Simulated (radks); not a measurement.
Values are calculated unless marked as measured or tabulated.
Coulomb parameter of the 4f shell of neutral cerium in the model configuration [Xe] 4f0.5 5d1.5 6s2, as a second difference U = [E(n + 0.25) + E(n - 0.25) - 2 E(n)] / (0.25)^2 with all orbitals relaxed. "Bare": the charge of the atom changes with n. "Screened": the 5d shell takes up the change at fixed total charge, which measures U(4f,4f) + U(5d,5d) - 2 U(4f,5d). Code: a radial shooting solver on a logarithmic mesh with Libxc functionals. Model: Dirac Kohn-Sham, LDA (Slater exchange, Perdew-Wang correlation), spin-unpolarised, spherical densities, point nucleus; open shells are shared between the two j in proportion to 2j + 1.

[
 {"case": "start", "configuration": "[Xe] 4f0.5 5d1.5 6s2", "E - E(n) (eV)": "0.000"},
 {"case": "bare +0.25", "configuration": "[Xe] 4f0.75 5d1.5 6s2", "E - E(n) (eV)": "-1.725"},
 {"case": "bare -0.25", "configuration": "[Xe] 4f0.25 5d1.5 6s2", "E - E(n) (eV)": "2.568"},
 {"case": "screened +0.25", "configuration": "[Xe] 4f0.75 5d1.25 6s2", "E - E(n) (eV)": "-1.058"},
 {"case": "screened -0.25", "configuration": "[Xe] 4f0.25 5d1.75 6s2", "E - E(n) (eV)": "1.377"}
]

U(bare) = 13.478 eV, U(screened by 5d) = 5.102 eV, against the Slater integral F0(4f,4f) = 24.184 eV with frozen orbitals. The step up makes a negative ion, whose loosely bound charge lowers the bare value.
